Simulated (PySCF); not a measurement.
Compound: As2.
InChI=1S/As2/c1-2

Method used: PySCF, PBE0/def2-TZVP geometry optimisation, gas phase.

Masses are those of the commonest isotopes; rigid-rotor values at the optimised geometry. 

Question: What are the moment of inertia and the rotational constant?

Answer: I = 163.473 u·Å², B = 505379 MHz·u·Å²/I = 3092 MHz (0.1031 cm⁻¹, or 0.148 K as hB/k). For two atoms I = μr² with μ = 37.4608 u and r = 2.0890 Å.

Question: List the first levels of a rigid rotor in a Σ state.

Answer: E(J) = BJ(J+1): J = 1: 0.206, J = 2: 0.619, J = 3: 1.237, J = 4: 2.062, J = 5: 3.094, J = 6: 4.331 cm⁻¹.

Question: Has it a pure rotational spectrum?

Answer: Not by electric dipole: D∞h allows no dipole (computed 0.00 D). Rotational Raman lines (ΔJ = 2) lie at B(4J + 6), spaced by 4B = 0.412 cm⁻¹, with nuclear-spin weights that differ between even and odd J.

Question: Estimate the classical rotational partition function at 100 K, 200 K and 500 K.

Answer: Point group D∞h, symmetry number σ = 2; q = kT/(σhB), k/h = 20836.6 MHz/K: 337 at 100 K, 674 at 200 K, 1680 at 500 K.

No PBE0/def2-TZVP frequencies stand behind this structure, so it isn't proved a minimum. Constants of a rigid frame at the computed geometry: no zero-point averaging, no centrifugal distortion.
